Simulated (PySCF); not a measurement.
# Computed spin Hamiltonian

C5H5FNO3 (doublet state).
Z-matrix (Å and degrees, GFN2-xTB geometry), rows numbered from 1:
```
C 
C   1  1.5122
O   2  1.2103  1  124.07
N   2  1.3635  1  111.59  3   172.25
C   4  1.2918  2  129.15  1   129.99
C   5  1.3946  4  125.95  2   -10.66
F   6  1.3309  5  119.31  4   179.65
O   6  1.3322  5  123.41  4    -2.50
C   8  1.3627  6  124.20  5   152.05
O   9  1.1849  8  126.37  6    -0.31
H   1  1.0878  2  108.32  3  -102.03
H   1  1.0867  2  110.59  3   139.34
H   1  1.0859  2  109.43  3    17.20
H   5  1.0844  4  117.50  2   171.18
H   9  1.0974  8  106.57  6   179.89
```

The hyperfine couplings belong to this conformer and change with its torsions.

Identity: `CC(=O)/N=C\[C](F)OC=O` [radical].

Computed with UKS B3LYP, pcH-1 on C F H N O, non-relativistic, mean-field spin-orbit, GIAO (PySCF 2.14.0). One conformer (not necessarily the lowest) at the GFN2-xTB geometry, without solvent, vibrations or thermal averaging. Couplings are sensitive to structure, and on GFN2-xTB geometries they can be far from those on DFT ones. The frame is twisted about the C2–N4 bond at this geometry (dihedral O3–C2–N4–C5 = -58°); couplings at other torsion angles weren't computed. Stability of the SCF solution: not tested.

```
g1, g2, g3        : 2.00250, 2.00454, 2.00515
g_iso             : 2.00406
Form of g         : rhombic: the two nearest values differ by 23 % of g3 − g1
⟨S²⟩              : 0.7678 (exact 0.7500)
α and β electrons : 38, 37
```

Hyperfine couplings atom by atom, in mT; T1 to T3 are the principal values of the dipolar part; ρ(0) is the spin density at the nucleus (MHz turned into mT with g_iso):

```
atom  isotope  a_iso     T1     T2     T3  Mulliken spin population  ρ(0) (bohr⁻³)
  C1      13C   0.22  -0.06  -0.05   0.11                      0.01         0.0055
  C2      13C  -0.47  -0.17   0.02   0.14                     -0.03        -0.0117
  O3      17O  -0.19  -0.67   0.30   0.38                      0.05         0.0090
  N4      14N   0.76  -0.78  -0.75   1.54                      0.45         0.0661
  C5      13C  -1.37  -0.61   0.18   0.44                     -0.14        -0.0341
  C6      13C   2.20  -1.95  -1.92   3.87                      0.54         0.0548
  F7      19F   3.77  -6.58  -5.66  12.24                      0.05         0.0251
  O8      17O  -0.44  -0.71   0.30   0.41                      0.02         0.0202
  C9      13C   0.33  -0.09  -0.07   0.16                      0.01         0.0082
 O10      17O  -0.07  -0.39   0.18   0.20                      0.03         0.0034
 H11       1H  -0.08  -0.08  -0.06   0.13                      0.00        -0.0005
 H12       1H   0.18  -0.10  -0.07   0.16                      0.00         0.0012
 H13       1H   0.32  -0.06  -0.02   0.08                      0.00         0.0020
 H14       1H   0.10  -0.19   0.00   0.19                      0.00         0.0006
 H15       1H  -0.11  -0.08  -0.07   0.14                      0.00        -0.0007
```

The largest Mulliken spin populations are on C6 (+0.54), N4 (+0.45) and C5 (-0.14). The positive populations add up to 1.17 and the negative ones to -0.17, together 2S = 1. The angles at C6 add up to 360.0°, so it is planar.

C6, the radical centre as drawn in `CC(=O)/N=C\[C](F)OC=O`, holds a spin population of +0.54 out of 1.

Under fast tumbling the dipolar parts average out, and these isotropic splittings remain: 1 × 19F (F7, I = 1/2, 2 lines) with 3.77 mT, 1 × 14N (N4, I = 1, 3 lines) with 0.76 mT, 3 × 1H (H11/H12/H13, I = 1/2, 4 lines) with 0.14 mT, 1 × 1H (H15, I = 1/2, 2 lines) with 0.11 mT and 1 × 1H (H14, I = 1/2, 2 lines) with 0.10 mT.

Means are taken over nuclei equivalent by connectivity, which assumes that they swap fast. The three 1H nuclei of mean +3.9 MHz run from -2.4 to 8.9 MHz in the frozen geometry.

The 17O coupling of O8 (-12.2 MHz) shows only in satellite lines or after enrichment, since that isotope makes up about 0.038 % of natural oxygen.

The 13C coupling of C6 (61.6 MHz) shows only in satellite lines or after enrichment, since that isotope makes up about 1.07 % of natural carbon.
